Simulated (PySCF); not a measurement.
## Potential energy of CsSn along the bond

Set-up: PySCF, scalar-relativistic core potentials, basis sets Cs def2-SVPD with ECP46, Sn def2-SVPD with ECP28. Energies in eV from Cs + Sn in their ground configurations at the same level. All curves are PBE0. state 1: ⁴Σ⁻ (quartet), unpaired electrons σ ↑, π ↑↑; state 2: Ms = 0.5 determinant of mixed spin (⟨S²⟩ near 1.8), unpaired electrons σ ↓, π ↑↑, a second solution, started from another occupation; state 3: Ms = 0.5 determinant of mixed spin (⟨S²⟩ near 1.8), unpaired electrons σ ↑, π ↑↓, a mixture of terms (⟨Lz²⟩ = 2.0), a second solution, started from another occupation; state 4: ²Π (doublet), unpaired electrons π ↑, a second solution, started from another occupation.

| R (Å) | state 1 | state 2 | state 3 | state 4 |
| --- | --- | --- | --- | --- |
| 3.092 | -1.092 | -0.6007 | -0.5954 | 0.1380 |
| 3.236 | -1.288 | -0.7982 | -0.7938 | -0.2118 |
| 3.379 | -1.394 | -0.9091 | -0.9028 | -0.4424 |
| 3.487 | -1.430 | -0.9512 | -0.9422 | -0.5565 |
| 3.595 | -1.439 | -0.9676 | -0.9547 | -0.6318 |
| 3.703 | -1.427 | -0.9645 | -0.9469 | -0.6764 |
| 3.847 | -1.389 | -0.9389 | -0.9138 | -0.6996 |
| 4.026 | -1.317 | -0.8845 | -0.8482 | -0.6871 |
| 4.242 | -1.210 | -0.8024 | -0.7502 | -0.6346 |
| 4.530 | -1.058 | -0.6853 | -0.6090 | -0.5359 |

Task: Put a parabola through the three lowest points of the state 1 curve and estimate Re, k and ωe (reduced mass 63.03 u; 1 eV/Å² = 0.16022 mdyn/Å; ωe = 1302.8·√(k/μ) cm⁻¹).

Result: Through R = 3.487, 3.595, 3.703 Å the second-order coefficient is 0.900 eV/Å², so Re ≈ 3.587 Å, k ≈ 0.288 mdyn/Å and ωe ≈ 88 cm⁻¹. A polynomial fit of higher order to the unrounded PBE0 energies gives Re = 3.584 Å, k = 0.289 mdyn/Å, ωe = 88.2 cm⁻¹; anharmonicity and rounding make the difference.

The higher-order fit for each curve: state 1: Re = 3.584 Å, ωe = 88.2 cm⁻¹, De = 1.44 eV; state 2: Re = 3.628 Å, ωe = 80.8 cm⁻¹, minimum 0.97 eV below the ground-state fragments; state 3: Re = 3.603 Å, ωe = 85.6 cm⁻¹, minimum 0.95 eV below the ground-state fragments; state 4: Re = 3.878 Å, ωe = 76.2 cm⁻¹, minimum 0.70 eV below the ground-state fragments.

⟨S²⟩ of the unrestricted solution departs from its pure value on part of the curve, where spin states mix. Spin–orbit coupling is left out, which matters for elements this heavy, above all for dissociation energies. The state was picked by a PBE0 search and need not be the measured ground state.
